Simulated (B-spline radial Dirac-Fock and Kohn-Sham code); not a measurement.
**Two-hole binding energies of Dy³⁺**

System: dysprosium as Dy³⁺, configuration [Xe] 4f9, inside a Watson sphere of charge -3 and radius 2.4 Å (a model of the Madelung potential; inside it an electron's potential energy is raised by 18.0 eV).

Level of theory: relaxed Dirac-Fock hole states (ΔSCF) with Breit and QED corrections and a finite nucleus; a B-spline atomic structure program. U is the two-hole binding energy less the two single-hole energies, the effective repulsion of the holes after relaxation. Each two-hole energy is an average over J within one jj subconfiguration.

```
          holes  E(a) (eV)  E(b) (eV)  E(ab) (eV)  U (eV)
   1s⁻¹ 2p3/2⁻¹    53805.5     7810.4     61908.4   292.5
   1s⁻¹ 3p3/2⁻¹    53805.5     1699.9     55595.2    89.8
   1s⁻¹ 3d3/2⁻¹    53805.5     1352.7     55244.0    85.8
   2s⁻¹ 2p3/2⁻¹     9073.3     7810.4     17052.3   168.6
        2p3/2⁻²     7810.4     7810.4     15824.0   203.1
2p1/2⁻¹ 3d3/2⁻¹     8601.4     1352.7     10036.0    81.9
   2p3/2⁻¹ 3s⁻¹     7810.4     2071.2      9956.3    74.7
2p3/2⁻¹ 3p1/2⁻¹     7810.4     1866.7      9758.4    81.3
        3p3/2⁻²     1699.9     1699.9      3453.1    53.3
        3d3/2⁻²     1352.7     1352.7      2768.3    62.8
        4d3/2⁻²      187.6      187.6       399.8    24.6
        4d5/2⁻²      180.9      180.9           ?       ?
        5p1/2⁻²      44.82      44.82       105.2    15.6
        5p3/2⁻²      39.60      39.60       93.51    14.3
```

Q: Give the missing two-hole energy and U.

A: E(ab) = 386.3 eV and U = 24.6 eV.

Values without a named source are computed, but for edge energies of neutral atoms, which are taken from tables.
